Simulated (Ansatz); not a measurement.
CsF, charge -1, doublet, at the geometry of the source list (a state made from the parent by changing its charge; the spin is typed, not shown lowest) (core potentials on Cs) (a gas-phase anion, which may not be bound at this level); Ansatz (an electronic-structure program) with HF/def2-SVPD.

Here is a job for Ansatz.
Ansatz 0.2 input:
```yaml
crystal:
  periodic: [false, false, false]
  atoms:
    - {symbol: Cs, position_ang: [-0.62190000, -0.51290000, -0.84010000]}
    - {symbol: F, position_ang: [0.62190000, 0.51290000, 0.84010000]}
basis:
  gaussian:
    orbitals: def2-SVPD
hamiltonian:
  xc: hf
total_charge: -1
magnetization: {spin_polarized: true, initial_magnetization: 1}
```

Problem. Write the output that Ansatz gives for this input, abridged.

Solution. 
```
Functional definition: HF
476 factors; integrals over basis functions are off by at most 7.4e-4 eV
mean field evaluation 1: about -3240.0977 eV, gradient 3.0e1 eV
mean field evaluation 2: about -3240.2734 eV, gradient 3.0e1 eV
mean field evaluation 4: about -3245.0538 eV, gradient 4.7e0 eV
mean field evaluation 8: about -3245.2787 eV, gradient 2.5e-1 eV
mean field evaluation 16: about -3245.2809 eV, gradient 6.0e-5 eV
mean field evaluation 32: about -3245.2253 eV, gradient 2.2e-1 eV
mean field evaluation 64: about -3244.8654 eV, gradient 7.7e-1 eV
mean field evaluation 96: about -3245.0466 eV, gradient 1.9e-1 eV
mean field evaluation 128: about -3245.0493 eV, gradient 6.7e-2 eV
mean field evaluation 160: about -3244.1616 eV, gradient 6.2e-1 eV
mean field evaluation 192: about -3245.2658 eV, gradient 8.8e-1 eV
mean field evaluation 224: about -3227.4988 eV, gradient 5.2e1 eV
mean field evaluation 256: about -3238.4722 eV, gradient 8.6e0 eV
mean field -3245.28087690 eV, -119.2618724956 hartree, gradient 9.2e-6 eV, S^2 0.750066; 4 other end points of the search recorded, 0 dependent functions left out
reference -3245.28087690 eV, -119.2618724956 hartree; 10, 9 occupied and 40, 41 virtual orbitals, 476 factors
Total energy: -3245.28087690 eV, -119.2618724956 hartree
```
